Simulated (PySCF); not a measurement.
**Unknown compound**

The spectra below were simulated for a compound C5H7N3O2.

1H NMR (500 MHz, computed): δ 10.75 (br s, 1H), 4.13 (s, 3H), 2.81 (s, 3H).

13C{1H} NMR (computed): δ 170.0 (C), 155.8 (C), 142.0 (C), 53.6 (CH3), 14.8 (CH3).

[PySCF 2.14.0 with density-fitted response routines: geometry: GFN2-xTB; NMR shieldings at PBE0/pcSseg-1/GIAO; single conformer; in vacuum; non-relativistic; averaged over atoms made equivalent by symmetry, fast rotation or ring inversion]

Chemical shifts δ = σref − σ; 1H (31.72 ppm), 13C (186.93 ppm) vs TMS, all at this level.

Problem. Which candidate is it?
A. COC(=O)c1ncnn1C
B. COC(=O)c1n[nH]nc1C
C. COc1nc(C(C)=O)n[nH]1
D. COC(=O)c1nncn1C

Solution. B. 

- Rings plus π bonds: 4 (1 ring in the answer).
- 5 carbon signals for 5 carbons: no two carbons are equivalent.
- Carbon types of the structure: 3 × C, 2 × CH3, leaving 1 H on heteroatoms.
- δC 170.0: ester carbonyl carbon; it is a carbonyl in resonance with an O or N lone pair, the region of acids, esters and amides.
- δC 155.8, 142.0: substituted aromatic carbon next to a ring nitrogen.
- δC 53.6: methyl carbon bonded to O; deshielded by the electronegative neighbour.
- δC 14.8: methyl carbon on an aromatic ring; aliphatic region, no heteroatom directly attached.
- δH 10.75: hydrogen on a pyrrole-type ring nitrogen; exchangeable, gas-phase position.

The others: COc1nc(C(C)=O)n[nH]1 has carbons computed at 195.7, 166.7, 159.7, 59.2, 31.9; COC(=O)c1nncn1C would give 3 signals for carbon-bound and other non-exchanging H, not 2; COC(=O)c1ncnn1C would give 3 signals for carbon-bound and other non-exchanging H, not 2.

OH and NH positions are those of a molecule without intermolecular hydrogen bonds; in solution they move with solvent, concentration and temperature, and exchange usually removes their couplings. Shifts are as computed. Against solution values, carbons near 30 ppm lie about +3 ppm off and those near 130 ppm about +5 ppm. Of 1211 compounds with measured shifts, 218 miss one by over three times the rms of a fit or turn the order of signals round; such compounds aren't used in these exercises. No couplings were computed; multiplicities are counted from neighbouring protons, with m where these are inequivalent, close in shift, in a saturated or five-membered ring or joined by F or P, and br s for small geminal =CH2 splittings.
